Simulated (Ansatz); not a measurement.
`BC(B)C` + `O[SiH3]` → `BC(C)O[SiH3]` + BH₃ at 400 K and 1 bar (substitution at a C–B bond).

Computed with Ansatz on PBE0-D4/def2-TZVP structures; ΔE is electronic, products minus reactants. CCSD(T)/CBS is the MP2 limit (def2-TZVPP, def2-QZVPP) plus CCSD(T) − MP2 in def2-TZVPP, frozen cores. This one scheme is used for every species. Each species was taken in one conformer, which may not be the lowest.

```
       species  CCSD(T)/CBS energy (Eh)  H − E (kJ/mol)  S (J/(mol·K))
      `BC(B)C`               -130.46858           280.8          350.1
     `O[SiH3]`               -366.69042           120.0          276.4
`BC(C)O[SiH3]`               -470.56359           313.5          408.5
           BH₃                -26.55200            82.6          199.4
```

H − E and S are ideal-gas, rigid-rotor, harmonic terms from PBE0-D4/def2-TZVP, for one conformer and one mirror image of each species. 1 Eh = 2625.50 kJ/mol, R = 8.31446 J/(mol·K).

By hand: ΔE, ΔH, ΔS and ΔG.

ΔE = (-470.56359) + (-26.55200) − (-130.46858) − (-366.69042) = 0.04341 Eh = 114.0 kJ/mol. Δ(H − E) = 313.5 + 82.6 − 280.8 − 120.0 = -4.7, so ΔH = 109.3 kJ/mol. ΔS = 408.5 + 199.4 − 350.1 − 276.4 = -18.6 J/(mol·K). ΔG = 109.3 − 400 × (-18.6)/1000 = 116.7 kJ/mol.

By hand: the equilibrium constant, and the temperature at which ΔG would vanish if ΔH and ΔS stayed fixed.

log₁₀ K = −ΔG/(RT ln 10) = -15.2. ΔH and −TΔS have one sign here, so there is no such temperature.

ΔH outweighs TΔS. A doubt of 5 kJ/mol in ΔE shifts log₁₀ K by 0.7 here. Other conformers and mirror images would add mixing entropy, several J/(mol·K) or more a flexible species. Modes under 60 cm⁻¹, often nearly free rotors, make the harmonic entropy too high. These are equilibria of isolated gas molecules and say nothing of rates. Largest T1 diagnostic: 0.011 (customary marks: 0.02 for closed shells, 0.045 for open ones).
